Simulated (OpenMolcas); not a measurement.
## Tb4+: effect of the metal basis and ligand basis

Tb4+ with 8 ligands (fluoride) in square antiprismatic coordination (D4d) at 2.19 Å, a polar angle of 61.9° against the regular 57.3°. A charge of +0.5 e stands 2.4 Å behind each ligand.

- Program: OpenMolcas
- Method: CASSCF
- Spin-orbit coupling: RASSI with atomic mean-field integrals over the reference wave functions

Fixed: active space 7 electrons in 7 orbitals (4f), DKH2 Hamiltonian.

Energies in cm-1 above the lowest state or level, χT in cm3 K/mol.

```csv
Run,Metal basis,Ligand basis,Ground state,χT at 300 K,Cost
A,ANO-RCC-VDZP,ANO-RCC-VDZP,2S+1 = 8,7.840,roughly 2.4 core-minutes
B,ANO-RCC-VTZP,ANO-RCC-VTZP,2S+1 = 8,7.842,roughly 19 core-minutes
```

Costs are those of the RASSCF and RASSI steps.

No quartet enters the spin-orbit mixing, so the splitting and order within the octet and the sextets are unsound, and g values and χT are rough. No measured value stands beside these numbers; the geometry is a model, was not optimised and need not be the one that this ion takes.

A state without a sure symmetry label is named by its multiplicity alone.
